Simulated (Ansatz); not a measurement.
**Which isomer of C2H6Cl2Si gives these data?**

These gas-phase data were calculated for one isomer of C2H6Cl2Si at PBE-D3(BJ)/def2-SVP (harmonic, unscaled wavenumbers; equilibrium rotational constants with average atomic masses):

```
rotational constants            : 2.237, 2.029, 1.299 GHz
all wavenumbers above 1500 cm⁻¹ : 3069, 3065, 3021, 2977, 2968, 2200
```

Candidates:

(1) `CC[SiH](Cl)Cl`, a singlet
(2) `C[Si](C)(Cl)Cl`, a singlet

Question: Which structure fits?

Answer: Candidate (1). The band at 2200 cm⁻¹ lies where the Si–H stretch is expected; (2) has no mode between 2000 and 2380 cm⁻¹.

The same quantities for all candidates:

|  | rotational constants (GHz) | wavenumbers above 1500 cm⁻¹ | E above the lowest, PBE-D3(BJ)/def2-SVP (kcal/mol) |
| --- | --- | --- | --- |
| (1) | 2.237, 2.029, 1.299 | 3069, 3065, 3021, 2977, 2968, 2200 | 13.2 |
| (2) | 2.512, 1.758, 1.556 | 3094, 3094, 3084, 3083, 2982, 2981 | 0.0 |

Each candidate is one conformer. Programs: Ansatz 0.2.0.
